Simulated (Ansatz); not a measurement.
Computed with Ansatz.

`NC1=[CH][AlH][SiH2]1` at its PBE0-D4/def2-TZVP geometry, where that method's forces vanish. The species carries charge 0 and has multiplicity 1.

```tsv
atom	x (Å)	y (Å)	z (Å)
N1	-0.452	0.599	1.682
C2	-0.242	0.179	0.416
C3	-1.200	0.120	-0.575
Al4	-0.196	-0.550	-2.044
Si5	1.435	-0.426	-0.279
H6	-1.361	0.907	1.984
H7	0.290	0.619	2.356
H8	-2.224	0.429	-0.356
H9	-0.475	-0.924	-3.560
H10	2.479	0.636	-0.136
H11	1.946	-1.588	0.513
```

**Question.** For each bond, give half the difference of the two atoms' forces along it (eV/Å; positive pushes the atoms apart) under PBE-D4, r2SCAN-D4, B3LYP-D4, ωB97M-V in def2-TZVPP. (Estimate.)

**Answer.** The calculation gave: 
| bond | length (Å) | PBE-D4 | r2SCAN-D4 | B3LYP-D4 | ωB97M-V |
| --- | --- | --- | --- | --- | --- |
| N1–C2 | 1.351 | 0.04 | 0.12 | 0.20 | 0.31 |
| N1–H6 | 1.006 | 0.20 | -0.01 | -0.05 | -0.12 |
| N1–H7 | 1.002 | 0.16 | -0.03 | -0.06 | -0.09 |
| C2–C3 | 1.380 | 0.27 | 0.18 | 0.01 | -0.08 |
| C2–Si5 | 1.914 | -0.05 | -0.05 | 0.04 | -0.02 |
| C3–Al4 | 1.901 | 0.04 | 0.01 | 0.09 | 0.02 |
| C3–H8 | 1.092 | 0.03 | -0.06 | -0.10 | -0.05 |
| Al4–Si5 | 2.407 | 0.01 | 0.05 | 0.17 | 0.09 |
| Al4–H9 | 1.586 | 0.00 | -0.04 | -0.14 | -0.12 |
| Si5–H10 | 1.496 | 0.08 | -0.03 | -0.10 | -0.12 |
| Si5–H11 | 1.496 | 0.08 | -0.03 | -0.10 | -0.12 |

B3LYP here is the variant with VWN-RPA as its local correlation; programs differ in this.
